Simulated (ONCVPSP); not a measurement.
## Pseudopotential generation for vanadium: ONCV, PBE, scalar-relativistic.

vanadium (V), optimised norm-conserving Vanderbilt (ONCV), made with ONCVPSP 4.0.1 (PBE, scalar-relativistic). Core [Ar], reference 3d3 4s1.75 4p0.25. Waves: 4s: rc 2.80 bohr, ncon 4, nbas 7, qcut 2.8 1/bohr, 2 projectors, debl 0.8 Ha; 4p: rc 3.45 bohr, ncon 4, nbas 9, qcut 2.7 1/bohr, 1 projector; 3d: rc 2.25 bohr, ncon 4, nbas 9, qcut 6.2 1/bohr, 2 projectors, debl 2 Ha. Local part: polynomial inside 1.60 bohr (lpopt 5, dvloc0 6 Ha). Core correction: Teter function fitted to the true core (icmod 2), fcfact 0.55.

All-electron outer shells of the reference configuration (PBE, scalar-relativistic, ld1.x):

| shell | level (eV) | outermost node (bohr) | outermost maximum (bohr) |
| --- | --- | --- | --- |
| 3s | -70.61 | 0.38 | 0.82 |
| 3p | -44.41 | 0.35 | 0.84 |
| 3d | -5.52 | – | 0.90 |
| 4s | -4.93 | 1.17 | 2.76 |
| 4p | -1.63 | 1.30 | 3.63 |

Estimate the cutoffs (Ha) at which the residual kinetic energy of the hardest occupied pseudo-wave falls to 1 and 0.1 mHa per electron.

16 Ha and 19 Ha.

Does the potential have ghost states?

No bound ghost flagged; no localised positive-energy state flagged.

Which valence shell sets the plane-wave cutoff?

3d: 16 Ha for 1 mHa per electron, against 3 Ha for 4s.

Tests: 3d3 4s2 4p0; 3d3 4s1 4p0; 3d3 4s0 4p0; 3d3 4s0 4p1. Which has the largest error in its energy relative to the reference configuration, and how large is it?

3d3 4s0 4p0, with -15 meV (all-electron minus pseudo) on +21.21 eV.
